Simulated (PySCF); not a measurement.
Job file and geometry (Å, from GFN2-xTB) of an NMR shielding run on SMILES [C@@H]1(C)C[C@H]1[BH2-][N+]#C[SiH3], C₅H₁₂BNSi, GIAO PBE0/pcSseg-1 NMR shielding, non-relativistic, gas phase in PySCF 2.14.0, density-fitted response routines; density fitting, a coarse starting grid and PySCF grid level 2 are the driver's defaults:

```
$ OMP_NUM_THREADS=1 python probes_run.py task.json out

{"job": {"kind": "nmr", "xc": "PBE0", "basis": "pcSseg-1"}, "charge": 0, "multiplicity": 1}
C     -1.926737     1.484997     0.096380
C     -1.491769     0.195519    -0.556444
C     -2.276523    -1.061172    -0.329314
C     -0.901776    -0.917011     0.261545
B      0.339938    -1.811974    -0.292747
N      1.479849    -0.917234    -0.224875
C      2.304349    -0.112337    -0.143993
Si     3.602695     1.207940    -0.006885
H     -1.087164     2.175573     0.183634
H     -2.318597     1.295489     1.093679
H     -2.706131     1.971889    -0.490491
H     -1.087101     0.335826    -1.553117
H     -2.409743    -1.740832    -1.157545
H     -3.128876    -1.018573     0.334763
H     -0.887162    -0.727037     1.330941
H      0.590244    -2.744076     0.407986
H      0.221786    -2.116989    -1.439587
H      4.565485     0.741161     0.988491
H      2.911992     2.423696     0.418026
H      4.200091     1.345823    -1.333179
```

Question: What does the program print?

Answer: 
```
coarse grid: 16648 points
cycle   1  E = -566.1368870773  dE =  9.497e-01  |g| = 5.546e-01  |ddm| = 3.854e+00
cycle   2  E = -565.8820546844  dE =  2.548e-01  |g| = 1.123e+00  |ddm| = 1.619e+00
cycle   3  E = -566.2285888445  dE = -3.465e-01  |g| = 1.821e-01  |ddm| = 1.096e+00
cycle   4  E = -566.2350991400  dE = -6.510e-03  |g| = 7.724e-02  |ddm| = 1.566e-01
cycle   5  E = -566.2361805695  dE = -1.081e-03  |g| = 2.747e-02  |ddm| = 6.539e-02
cycle   6  E = -566.2363707394  dE = -1.902e-04  |g| = 4.517e-03  |ddm| = 2.394e-02
cycle   7  E = -566.2363749765  dE = -4.237e-06  |g| = 1.314e-03  |ddm| = 4.693e-03
final grid: 154632 points
cycle   8  E = -566.2812465098  dE = -4.975e-05  |g| = 8.598e-03  |ddm| = 3.559e-02
cycle   9  E = -566.2812364134  dE =  1.010e-05  |g| = 1.078e-02  |ddm| = 1.815e-02
cycle  10  E = -566.2812649824  dE = -2.857e-05  |g| = 2.409e-03  |ddm| = 1.027e-02
cycle  11  E = -566.2812662403  dE = -1.258e-06  |g| = 5.217e-04  |ddm| = 1.608e-03
cycle  12  E = -566.2812662972  dE = -5.684e-08  |g| = 1.385e-04  |ddm| = 4.914e-04
cycle  13  E = -566.2812663017  dE = -4.507e-09  |g| = 3.306e-05  |ddm| = 1.258e-04
cycle  14  E = -566.2812663019  dE = -2.428e-10  |g| = 8.783e-06  |ddm| = 3.675e-05
converged SCF energy = -566.2812663019

GIAO shielding tensors (ppm)
atom      isotropic    diamagn.    paramagn.     s11        s22        s33       span
  0 C      163.023     247.242     -84.219    144.555    155.890    188.624     44.069
  1 C      173.382     250.472     -77.090    140.813    164.618    214.715     73.903
  2 C      169.696     257.324     -87.629    144.115    160.605    204.367     60.252
  3 C      164.166     250.604     -86.438    127.312    160.593    204.593     77.281
  4 B      133.274     190.619     -57.345    118.688    134.594    146.539     27.850
  5 N      -23.282     329.868    -353.151   -208.935   -193.707    332.795    541.730
  6 C       67.542     270.718    -203.176    -15.588    -13.640    231.854    247.442
  7 Si     447.320     879.989    -432.669    444.655    446.838    450.466      5.811
  8 H       30.195      32.962      -2.766     25.068     28.754     36.765     11.697
  9 H       31.551      31.740      -0.189     27.428     29.290     37.934     10.506
 10 H       29.980      29.014       0.967     25.197     27.112     37.632     12.435
 11 H       31.272      34.652      -3.380     25.176     29.292     39.349     14.172
 12 H       31.312      32.984      -1.672     25.101     28.515     40.320     15.219
 13 H       31.543      33.088      -1.546     25.813     28.552     40.263     14.450
 14 H       31.779      34.763      -2.984     25.987     30.510     38.840     12.853
 15 H       29.299      29.232       0.066     25.223     29.598     33.075      7.852
 16 H       30.389      31.044      -0.655     26.321     30.996     33.850      7.529
 17 H       27.306      27.112       0.194     23.757     25.622     32.539      8.782
 18 H       27.218      29.595      -2.377     23.503     26.574     31.578      8.075
 19 H       27.294      27.495      -0.200     23.864     25.630     32.389      8.525
```

Size and cost of the density-fitted run: 203 basis functions, 67 s wall time on 1 thread of an AMD EPYC, shared host; peak memory 0.91 GiB.
